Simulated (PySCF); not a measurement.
All values below come from TPSSh-D3(BJ)/def2-TZVP // PBE0-D3(BJ)/def2-TZVP run with PySCF. Gas-phase values, no solvent. Delta-SCF ions had no search for a lower state. 

Reference species (SMILES): `N=c1cc1` (neutral, multiplicity 1).

```
Property                                  Value
--------------------------------------  -------
HOMO–LUMO gap                           4.92 eV
vertical ionisation energy (Delta-SCF)  9.26 eV
```

Changed species: `[H]/N=C\C#C`.

**Question.** Predict the effect on the HOMO–LUMO gap and vertical ionisation energy (Delta-SCF).

**Answer.** the HOMO–LUMO gap goes up by 0.42 eV, to 5.34 eV; the vertical ionisation energy (Delta-SCF) rises by 1.00 eV, to 10.26 eV.
